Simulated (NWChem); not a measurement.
System: C$_{3}$H$_{4}$O$_{2}$Si; SMILES O1CO[SiH]1C#C

NWChem printed, in part:

```
             Northwest Computational Chemistry Package (NWChem) 7.3.0
             --------------------------------------------------------

 CS  symmetry detected

                             Geometry "geometry" -> ""
                             -------------------------

 Output coordinates in angstroms (scale by  1.889725989 to convert to a.u.)

  No.       Tag          Charge          X              Y              Z
 ---- ---------------- ---------- -------------- -------------- --------------
    1 C                    6.0000     0.45940518    -2.86795957     0.00000000
    2 C                    6.0000     0.04184749    -1.72469199     0.00000000
    3 Si                  14.0000    -0.61705859    -0.02664579     0.00000000
    4 O                    8.0000     0.09035157     1.03653435     1.10240000
    5 C                    6.0000     0.59260638     1.78174280     0.00000000
    6 O                    8.0000     0.09035157     1.03653435    -1.10240000
    7 H                    1.0000     0.83444810    -3.87703031     0.00000000
    8 H                    1.0000    -2.09767573    -0.08402019     0.00000000
    9 H                    1.0000     0.19549223     2.81318587     0.00000000
   10 H                    1.0000     1.69777627     1.80180861     0.00000000

 Effective nuclear repulsion energy (a.u.)     277.3873136221

      Symmetry information
      --------------------

 Group name             Cs
 Group number              2
 Group order               2
 No. of unique centers     9

                                 NWChem DFT Module
                                 -----------------

 Summary of "ao basis" -> "ao basis" (spherical)
 ------------------------------------------------------------------------------
       Tag                 Description            Shells   Functions and Types
 ---------------- ------------------------------  ------  ---------------------
 C                           6-31g*                  6       14   3s2p1d
 Si                          6-31g*                  8       18   4s3p1d
 O                           6-31g*                  6       14   3s2p1d
 H                           6-31g*                  2        2   2s

      Symmetry analysis of basis
      --------------------------

        a'         65
        a"         31

            General Information
            -------------------
          SCF calculation type: DFT
          Wavefunction type:  closed shell.
          No. of atoms     :    10
          No. of electrons :    52
           Alpha electrons :    26
            Beta electrons :    26
          Charge           :     0
          Spin multiplicity:     1
          Use of symmetry is: on ; symmetry adaption is: on
          Maximum number of iterations: 150
          AO basis - number of functions:    96
                     number of shells:    46
          Convergence on energy requested:  1.00D-06
          Convergence on density requested:  1.00D-05
          Convergence on gradient requested:  5.00D-04

              XC Information
              --------------
                         B3LYP Method XC Potential
                     Hartree-Fock (Exact) Exchange  0.200
                        Slater Exchange Functional  0.800 local
                    Becke 1988 Exchange Functional  0.720 non-local
              Lee-Yang-Parr Correlation Functional  0.810
                  VWN I RPA Correlation Functional  0.190 local

             Grid Information
             ----------------
          Grid used for XC integration:  medium
          Radial quadrature: Mura-Knowles
          Angular quadrature: Lebedev.
          Tag              B.-S. Rad. Rad. Pts. Rad. Cut. Ang. Pts.
          ---              ---------- --------- --------- ---------
          C                   0.70       49          13.0       434
          Si                  1.10       88          10.0       590
          O                   0.60       49          12.0       434
          H                   0.35       45          13.0       434
          Grid pruning is: on
          Number of quadrature shells:   464
          Spatial weights used:  Erf1

      Superposition of Atomic Density Guess
      -------------------------------------

 Sum of atomic energies:        -553.29970459

      Non-variational initial energy
      ------------------------------

 Total energy =    -556.026597
 1-e energy   =   -1311.876149
 2-e energy   =     478.462238
 HOMO         =      -0.334062
 LUMO         =      -0.015624

      Symmetry analysis of molecular orbitals - initial
      -------------------------------------------------

  Numbering of irreducible representations:

     1 a'          2 a"

  Orbital symmetries:

     1 a'          2 a'          3 a"          4 a'          5 a'
     6 a'          7 a'          8 a'          9 a'         10 a"
    11 a'         12 a"         13 a'         14 a'         15 a'
    16 a'         17 a'         18 a"         19 a'         20 a'
    21 a"         22 a"         23 a'         24 a"         25 a'
    26 a'         27 a"         28 a'         29 a"         30 a'
    31 a'         32 a'         33 a'         34 a'         35 a"
    36 a'

     ---------------------------------------------
      Total Density - Mulliken Population Analysis
     ---------------------------------------------

    Atom       Charge   Shell Charges
 -----------   ------   -------------------------------------------------------
    1 C    6     6.09   2.00  0.75  1.78  0.62  0.90  0.03
    2 C    6     6.36   2.00  0.75  1.94  0.78  0.87  0.02
    3 Si  14    12.78   2.00  2.00  5.97  0.85  1.26  0.22  0.25  0.24
    4 O    8     8.89   2.00  0.94  3.09  0.93  1.91  0.02
    5 C    6     5.56   2.00  0.67  1.58  0.52  0.71  0.08
    6 O    8     8.89   2.00  0.94  3.09  0.93  1.91  0.02
    7 H    1     0.72   0.42  0.30
    8 H    1     1.06   0.46  0.60
    9 H    1     0.83   0.49  0.34
   10 H    1     0.83   0.49  0.34

   convergence    iter        energy       DeltaE   RMS-Dens  Diis-err
 ---------------- ----- ----------------- --------- --------- ---------
 d= 0,ls=0.0,diis     1   -556.5028851993 -8.34D+02  1.60D-02  1.12D+00
 d= 0,ls=0.0,diis     2   -556.4494770970  5.34D-02  8.20D-03  1.89D+00
 d= 0,ls=0.0,diis     3   -556.6288227053 -1.79D-01  1.95D-03  4.93D-02
 d= 0,ls=0.0,diis     4   -556.6308045636 -1.98D-03  1.10D-03  2.30D-02
 d= 0,ls=0.0,diis     5   -556.6334864106 -2.68D-03  3.55D-04  3.42D-03
  Resetting Diis
 d= 0,ls=0.0,diis     6   -556.6339091375 -4.23D-04  7.86D-05  8.10D-05
 d= 0,ls=0.0,diis     7   -556.6339191294 -9.99D-06  3.17D-05  3.90D-06
 d= 0,ls=0.0,diis     8   -556.6339190420  8.74D-08  1.63D-05  4.71D-06
 d= 0,ls=0.0,diis     9   -556.6339196221 -5.80D-07  3.07D-06  1.96D-07

         Total DFT energy =     -556.633919622073
      One electron energy =    -1315.805471072923
           Coulomb energy =      537.733083467600
    Exchange-Corr. energy =      -55.948845638898
 Nuclear repulsion energy =      277.387313622149

 Numeric. integr. density =       51.999999163160

                  Occupations of the irreducible representations
                  ----------------------------------------------

                     irrep           alpha         beta
                     --------     --------     --------
                     a'               19.0         19.0
                     a"                7.0          7.0

                       DFT Final Molecular Orbital Analysis
                       ------------------------------------

 Vector   24  Occ=2.000000D+00  E=-3.016883D-01  Symmetry=a"
              MO Center=  1.8D-01, -1.2D+00, -1.0D-14, r^2= 3.9D+00
   Bfn.  Coefficient  Atom+Function         Bfn.  Coefficient  Atom+Function
  ----- ------------  ---------------      ----- ------------  ---------------
     5      0.348289   1 C  pz               19      0.346300   2 C  pz
     9      0.219816   1 C  pz               23      0.182449   2 C  pz
    50      0.181275   4 O  py               78     -0.181275   6 O  py
    49     -0.173621   4 O  px               77      0.173621   6 O  px
    54      0.139407   4 O  py               82     -0.139407   6 O  py

 Vector   25  Occ=2.000000D+00  E=-3.014668D-01  Symmetry=a'
              MO Center=  1.3D-01, -2.0D+00,  1.2D-14, r^2= 2.2D+00
   Bfn.  Coefficient  Atom+Function         Bfn.  Coefficient  Atom+Function
  ----- ------------  ---------------      ----- ------------  ---------------
    17      0.379423   2 C  px                3      0.376636   1 C  px
     7      0.238154   1 C  px               21      0.207016   2 C  px
    92      0.175136   8 H  s                 4      0.147271   1 C  py
    18      0.118031   2 C  py               91      0.092918   8 H  s
    39      0.089620   3 Si px                8      0.082666   1 C  py

 Vector   26  Occ=2.000000D+00  E=-2.793043D-01  Symmetry=a'
              MO Center=  1.9D-01,  1.1D+00,  3.8D-14, r^2= 3.0D+00
   Bfn.  Coefficient  Atom+Function         Bfn.  Coefficient  Atom+Function
  ----- ------------  ---------------      ----- ------------  ---------------
    49      0.301681   4 O  px               77      0.301681   6 O  px
    94      0.238556   9 H  s                96     -0.236974  10 H  s
    53      0.219141   4 O  px               81      0.219141   6 O  px
    20     -0.198037   2 C  s                92      0.197437   8 H  s
    50     -0.192727   4 O  py               78     -0.192727   6 O  py

[...]
```

Level: B3LYP/6-31G* (spherical d). Structure relaxed at the PBE0/def2-SVP level.

Q: Write an input that gives this output.

A: One answer among several that fit: the input that was run:
```
start job
memory heap 200 mb stack 900 mb global 1100 mb
geometry units angstroms noautoz
  C      0.434138     2.861099     0.000000
  C      0.029983     1.713025     0.000000
  Si    -0.609014     0.007387     0.000000
  O      0.110785    -1.047445     1.102400
  C      0.621723    -1.786727     0.000000
  O      0.110785    -1.047445    -1.102400
  H      0.797351     3.874488     0.000000
  H     -2.090201     0.047437     0.000000
  H      0.236702    -2.822745     0.000000
  H      1.727052    -1.793863     0.000000
end
basis spherical
  C library 6-31g*
  Si library 6-31g*
  O library 6-31g*
  H library 6-31g*
end
dft
  xc b3lyp
  iterations 150
  mulliken
end
task dft energy
```
